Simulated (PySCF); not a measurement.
Molecule: SMILES CP([SiH3])C(F)(F)F, C2H6F3PSi.

Bonds (- single, = double, # triple, : aromatic): C1-P2, P2-Si3, P2-C4, C4-F5, C4-F6, C4-F7. C1 carries H8, H9, H10; Si3 carries H11, H12, H13.

Frames of a GFN2-xTB Langevin trajectory at 600 K; GIAO PBE0/pcSseg-1 shieldings in PySCF 2.14, gas phase, non-relativistic; equivalent atoms averaged within each frame.

Chemical shifts δ = σref − σ; TMS for 13C (σref 186.93) and 29Si (σref 349.16) and 1H (σref 31.72); H3PO4 for 31P (σref 318.38); 19F (σref 170.95) against CFCl3, all at this level. The references are static minima.

Problem. How do the shifts (ppm) fluctuate along the trajectory?

Solution. 
| time (fs) | C4 | C1 | P2 | Si3 | F5/F6/F7 | H11/H12/H13 | H8/H9/H10 |
| --- | --- | --- | --- | --- | --- | --- | --- |
| optimised geometry | 143.6 | 5.5 | -102.2 | -73.6 | -68.6 | 4.13 | 1.55 |
| 250 | 137.4 | 8.9 | -116.0 | -88.8 | -75.4 | 3.55 | 2.85 |
| 425 | 149.1 | 8.8 | -45.7 | -80.3 | -55.3 | 5.22 | 1.84 |
| 625 | 156.7 | 20.0 | -56.2 | -51.0 | -29.5 | 5.24 | 3.28 |
| 800 | 129.3 | 2.0 | -49.6 | -70.7 | -68.3 | 5.03 | 2.60 |
| 1000 | 146.6 | 21.4 | -76.2 | -73.9 | -45.8 | 4.53 | 2.64 |
| mean of frames | 143.8 | 12.2 | -68.7 | -72.9 | -54.8 | 4.71 | 2.64 |
| standard deviation | 10.7 | 8.2 | 28.9 | 14.1 | 18.2 | 0.71 | 0.52 |

5 frames give an uncertainty of the mean of about the standard deviation over 2.2 at best, since frames this close in time may not be independent; classical motion lacks zero-point vibration, and the reference would need the same averaging.
